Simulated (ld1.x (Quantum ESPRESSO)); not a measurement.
**Scattering properties, TM potential for B**

```json
{
 "Element": "boron",
 "Generator": "ld1.x (Quantum ESPRESSO) 7.5",
 "Type": "norm-conserving Troullier–Martins (Kleinman–Bylander form)",
 "Functional": "PW91",
 "Relativity": "non-relativistic",
 "Frozen core": "[He]",
 "Valence charge": "3",
 "Reference configuration": "2s2 2p1",
 "Partial waves": "2s (bound): rc 1.10 bohr; 2p (bound): rc 2.55 bohr; 3d channel at 0.25 Ry: rc 2.50 bohr",
 "Local potential": "all-electron potential smoothed inside 2.40 bohr (lloc = -2)",
 "Core correction": "Bessel-smoothed model core inside 0.90 bohr"
}
```

The phase is arctan(r·u′/u) with u = r·R(r), unwrapped; energies in Ry, scanned from -3 to 5 Ry. A pole is an energy at which the radial function vanishes at the test radius. The pseudo phase is shifted by a multiple of π to meet the all-electron one at the reference energy, and phase errors are pseudo minus all-electron; the curves can meet again beyond the range given. Levels narrower than the energy grid can be missing from the lists of poles.

```
channel  radius (bohr)  reference energy (Ry)  poles, all-electron  poles, pseudo  unbroken range about the reference energy with phases within 0.05 rad  phase error 1 Ry above the reference energy (rad)
      s           2.74                  -0.70          -0.21, 4.96    -0.21, 3.20                                                              below 0.9                                             -0.012
      p           2.74                  -0.27           0.25, 4.50           0.27                                                              below 1.2                                             +0.017
      d           2.74                   0.25                 2.82           2.86                                                              below 4.5                                             +0.004
```

Phases in the p channel:

| E (Ry) | all-electron | pseudo |
| --- | --- | --- |
| -3.00 | 1.348 | 1.349 |
| -2.76 | 1.337 | 1.338 |
| -2.52 | 1.324 | 1.325 |
| -2.28 | 1.309 | 1.310 |
| -2.04 | 1.290 | 1.291 |
| -1.80 | 1.266 | 1.267 |
| -1.56 | 1.234 | 1.236 |
| -1.32 | 1.189 | 1.191 |
| -1.08 | 1.119 | 1.121 |
| -0.84 | 0.991 | 0.994 |
| -0.60 | 0.679 | 0.683 |
| -0.36 | -0.293 | -0.292 |
| -0.12 | -1.195 | -1.193 |
| 0.12 | -1.487 | -1.482 |
| 0.36 | -1.623 | -1.614 |
| 0.60 | -1.713 | -1.700 |
| 0.84 | -1.792 | -1.770 |
| 1.08 | -1.878 | -1.842 |
| 1.32 | -1.991 | -1.926 |
| 1.56 | -2.168 | -2.041 |
| 1.80 | -2.500 | -2.220 |
| 2.04 | -3.125 | -2.538 |
| 2.28 | -3.795 | -3.084 |
| 2.52 | -4.165 | -3.686 |
| 2.76 | -4.354 | -4.065 |
| 3.00 | -4.463 | -4.271 |
| 3.24 | -4.534 | -4.394 |
| 3.48 | -4.585 | -4.473 |
| 3.72 | -4.624 | -4.529 |
| 3.96 | -4.656 | -4.571 |
| 4.20 | -4.683 | -4.604 |
| 4.44 | -4.707 | -4.631 |
| 4.68 | -4.728 | -4.654 |
| 4.92 | -4.749 | -4.673 |
